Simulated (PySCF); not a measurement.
Computed shifts of a molecule C3H6FNSi, PBE/pcSseg-1 run with PySCF, GIAO, gas phase, atoms alike by connectivity averaged where their shifts nearly agree, in ppm (number of nuclei): ¹⁹F: -154.0 (1). ²⁹Si: -8.9 (1). ¹³C: 161.4 (1), 130.0 (1), 59.0 (1). ¹⁵N: 62.7 (1). ¹H: 7.52 (1), 6.41 (1), 6.02 (1), 4.52 (1), 4.32 (1), 1.90 (1). References: ¹⁹F against CFCl3 (σ = 133.6 ppm); ²⁹Si against TMS (σ = 335.4 ppm); ¹³C against TMS (σ = 182.0 ppm); ¹⁵N against NH3 (σ = 267.0 ppm); ¹H against TMS (σ = 31.49 ppm), references at their B3LYP-D3(BJ)/def2-TZVP geometries, non-relativistic. The structure is a stationary point at PBE0-D3(BJ)/def2-SVP. One conformer was computed; it need not be the lowest.

Question: Pick the molecule that these values belong to.
A) F[Si@H]1C=CCN1
B) C=C=C(F)N[SiH3]
C) N[Si@H]1C=C[C@H]1F
D) N[C@@H]1[SiH2]C=C1F

Answer: A, F[Si@H]1C=CCN1
